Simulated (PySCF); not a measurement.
## Dipole response of Br⁺ (bromine, charge +1)

[Ar] 3d10 4s2 4p4, high-spin 3P determinant. Calculation: PySCF 2.14, in def2-QZVPPD; no relativity, point nucleus. Coupled (time-dependent) response in atomic units; α is the mean over directions.

| method | mean α (bohr³) | α xx, yy, zz | C₆ (like pair) | S(−4) |
| --- | --- | --- | --- | --- |
| wB97X-V | 12.56 | 12.29, 13.10, 12.29 | 78.38 | 33.17 |

S(−4) is the Cauchy moment in α(ω) = α(0) + S(−4) ω² + …

Spin-orbit coupling is absent.

α(iu) at wB97X-V:

| u (hartree) | α(iu) (bohr³) |
| --- | --- |
| 0 | 12.56 |
| 0.0500 | 12.48 |
| 0.100 | 12.24 |
| 0.200 | 11.38 |
| 0.300 | 10.22 |
| 0.500 | 7.794 |
| 0.750 | 5.445 |
| 1.00 | 3.904 |
| 1.50 | 2.249 |
| 2.00 | 1.472 |
| 3.00 | 0.8040 |
| 5.00 | 0.3834 |

For an ion, C₆ is the dispersion term alone; charge-induced terms of lower order in 1/R come first.

The components differ because the open shell of this determinant is not spherical; for a pure term their mean is the scalar polarisability.
